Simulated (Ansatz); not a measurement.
Geometry optimisation, RHF/STO-3G (Ansatz).

Input:

```yaml
crystal:
  periodic: [false, false, false]
  atoms:
    - { symbol: Al, position_ang: [0.0, 0.0, 0.0] }
    - { symbol: O, position_ang: [0.0, 0.0, 1.78] }
    - { symbol: Si, position_ang: [-1.3147, -0.4067, 2.7436] }
    - { symbol: H, position_ang: [-2.239, -1.2403, 1.9804] }
    - { symbol: H, position_ang: [-0.8506, -1.1432, 3.9157] }
    - { symbol: H, position_ang: [-1.9987, 0.8095, 3.1733] }
    - { symbol: "N", position_ang: [1.6627, 0.0, -0.96] }
    - { symbol: H, position_ang: [2.1293, -0.9179, -1.2118] }
    - { symbol: H, position_ang: [2.1141, 0.9179, -1.2382] }
    - { symbol: "N", position_ang: [-1.6627, 0.0, -0.96] }
    - { symbol: H, position_ang: [-2.3316, -0.8164, -0.8614] }
    - { symbol: H, position_ang: [-1.9118, 0.8164, -1.5886] }
basis:
  gaussian: { orbitals: STO-3G }
hamiltonian:
  xc: hf
relax:
  f_tol: 0.02
  max_steps: 40
```

Run as:

```bash
$ ansatz run input.yaml --threads 1 --pin off --max-ram 2048MiB --backend cpu --events-out ev --progress --plain --runs-dir out
```

Where does it end, and by what steps?

It converged. Limits of this set-up: minimal basis. After 15 steps the energy has fallen by 2.429 eV; H8 moved furthest, 1.14 Å.

| step | energy less start (eV) | largest force component (eV/Å) | accepted |
| --- | --- | --- | --- |
| 0 | 0.0000 | 3.493 | yes |
| 1 | -1.7451 | 1.529 | yes |
| 2 | -1.9563 | 1.251 | yes |
| 3 | -2.0541 | 0.603 | yes |
| 4 | -2.1112 | 1.345 | yes |
| 5 | -2.2020 | 0.653 | yes |
| 6 | -2.2411 | 0.274 | yes |
| 7 | -2.2917 | 0.325 | yes |
| 8 | -2.2994 | 1.515 | yes |
| 9 | -2.3833 | 0.231 | yes |
| 10 | -2.4135 | 0.199 | yes |
| 11 | -2.4195 | 0.385 | yes |
| 12 | -2.4280 | 0.051 | yes |
| 13 | -2.4286 | 0.071 | yes |
| 14 | -2.4286 | 0.072 | yes |
| 15 | -2.4288 | 0.015 | yes |

```xyz
12
Properties=species:S:1:pos:R:3
Al -0.039 -0.072 -0.035
O -0.054 -0.476 1.559
Si -1.276 -0.605 2.647
H -2.267 -1.538 2.221
H -0.756 -1.046 3.896
H -1.931 0.646 2.852
N 1.464 0.040 -0.855
H 2.372 -0.126 -0.434
H 1.586 0.273 -1.834
N -1.500 0.244 -0.882
H -2.438 0.190 -0.498
H -1.564 0.490 -1.864
```

Whether the end is a true minimum wasn't checked by a vibrational analysis.

Time of the run: 25 s on 1 thread of Arm Neoverse V1, with other jobs on the host, peak memory 0.13 GiB.
